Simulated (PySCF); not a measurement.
# Working with the constants of AlSb⁺

UHF-CCSD(T) constants of AlSb⁺, ⁴Σ⁻ (quartet), unpaired electrons σ ↑, π ↑↑ (Al def2-SVPD, Sb def2-SVPD with ECP28; scalar-relativistic core potentials (PySCF 2.14); masses 26.9815 and 120.9038 u):

- ωe: 135.6 cm⁻¹
- ωexe: 1.78 cm⁻¹
- Be: 0.087292 cm⁻¹
- αe: 0.00124 cm⁻¹
- De to Al⁺ + Sb: 0.53 eV

Task: What force constant and bond length do these constants imply?

Result: Reduced mass μred = 22.059 u; k = 5.8918×10⁻⁷·μred·ωe² (u, cm⁻¹, mdyn/Å) = 0.239 mdyn/Å; Re = √(16.8576/(μred·Be)) (u, cm⁻¹, Å) = 2.959 Å.

Task: Estimate the centrifugal constant D from the Kratzer relation and find the Dunham coefficient a1.

Result: D = 4Be³/ωe² = 1.45e-07 cm⁻¹; a1 = −1 − αeωe/(6Be²) = -4.68.

Correlated steps freeze 9 core orbitals. Correlated levels converge slowly with the basis: in double zeta they bind strong bonds too weakly, by up to about 1 eV, and carry superposition errors of some tenths. These are scalar-relativistic numbers at best; spin–orbit coupling would shift them, the dissociation energy most. For an ion De counts to the pair picked by the measured ionisation energies or electron affinities, which need not be the lowest pair at this level. The state was picked by a PBE0 search and need not be the measured ground state.
